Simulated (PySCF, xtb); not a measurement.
ClF3H3NTi, SMILES [NH3]->[Ti]([F])([F])([F])[Cl], multiplicity 1.

xtb 6.7.1 with GFN2-xTB at its own geometry gives an orbital gap of 3.53 eV and a dipole moment of 6.15 D.

Coordinates come from a B3LYP-D3(BJ)/def2-SVP optimisation. The spin state was assumed, not searched.

**Question.** What does CAM-B3LYP/def2-TZVP (PySCF) give? (An estimate is asked for; the answer gives what the named calculation found.)

**Answer.** gap 8.80 eV (levels -10.49 and -1.69 eV), dipole 5.25 D.
